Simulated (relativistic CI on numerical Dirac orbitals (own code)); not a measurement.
**Mn+ in a cubic cluster: 1s photoemission with charge transfer**

Computed with a charge-transfer multiplet model of a cubic metal-ligand cluster with up to 3 ligand holes, Slater and spin-orbit integrals from Dirac-Coulomb-Breit ions, Slater integrals scaled by 0.8. The ground state mixes d6 with configurations of k ligand holes L, whose averages lie at kΔ + k(k − 1)U_dd/2; a core hole lowers each added d electron by U_cd. 20 K, Lorentzian 1.1 eV and Gaussian 0.6 eV FWHM.

Atomic integrals in eV (Slater integrals scaled, ζ unscaled), ground: F2dd 7.203, F4dd 4.433, zeta_d 0.031; with the core hole: F2dd 8.786, F4dd 5.456, zeta_d 0.050, G2cd 0.043.

Cluster parameters (eV): Δ = 7.2, U_dd = 5.6, U_cd = 6.8, 10Dq(ligand) = 1.3, V(eg) = 2.7, V(t2g) = -1.15, final-state hopping factor = 1.

```csv
Case,n_d,d6,d7L,d8L2,d9L3,S
10Dq = -0.3 eV,6.19,0.81,0.18,0.01,0.00,2.00
10Dq = 0.3 eV,6.18,0.82,0.17,0.01,0.00,2.00
10Dq = 0.6 eV,6.18,0.83,0.17,0.01,0.00,2.00
10Dq = 0.9 eV,6.34,0.69,0.29,0.03,0.00,0.02
10Dq = 1.2 eV,6.33,0.69,0.28,0.03,0.00,0.01
```

Weights, n_d and S are thermal averages at 20 K. Binding energies count from the first peak over 30 % of the highest in each spectrum, which can be another peak from case to case. The parameters are a model scan and need not match a compound or its usual spin state. A negative ionic 10Dq is a model choice; hopping adds the covalent part of the field. Peaks in eV (height, largest 100):
- 10Dq = -0.3 eV: 0.0 (100), 7.2 (17)
- 10Dq = 0.3 eV: 0.0 (100), 7.3 (16)
- 10Dq = 0.6 eV: 0.0 (100), 7.3 (15)
- 10Dq = 0.9 eV: 0.0 (100), 8.7 (23)
- 10Dq = 1.2 eV: 0.0 (100), 8.7 (21)

Curve for 10Dq = 1.2 eV (points under 2 left out, the grid thinned):

```csv
E (eV),Intensity
-4.0,2.3
-3.7,2.7
-3.3,3.3
-3.0,4.0
-2.6,5.3
-2.3,6.8
-2.0,8.9
-1.6,13.7
-1.3,20.3
-1.0,31.9
-0.6,61.0
-0.3,88.8
0.1,97.0
0.4,73.4
0.7,46.5
1.1,24.5
1.4,16.2
1.8,10.3
2.1,7.7
2.4,6.1
2.8,4.6
3.1,3.8
3.4,3.3
3.8,2.8
4.1,2.5
4.5,2.2
4.8,2.1
5.1,2.1
5.5,2.1
5.8,2.2
6.2,2.6
6.5,3.1
6.8,3.8
7.2,5.2
7.5,7.2
7.9,11.9
8.2,16.7
8.5,20.7
8.9,20.0
9.2,14.8
9.5,9.6
9.9,5.5
10.2,3.8
10.6,2.5
10.9,2.0
```

For the case 10Dq = 0.3 eV, Δ = 7.2 eV is larger than U_dd = 5.6 eV, the Mott-Hubbard side of the Zaanen-Sawatzky-Allen scheme. With the core hole the average of the configuration with one ligand hole lies at Δ − U_cd = 0.4 eV before mixing: the effective hopping of about 4.0 eV (from the holes of the mixed ground state) is comparable with this gap or larger, so the configurations mix strongly. The thermal average of S changes within this range, from 2.0 to 0.0; a value between half-integers is an average over states of different spin.
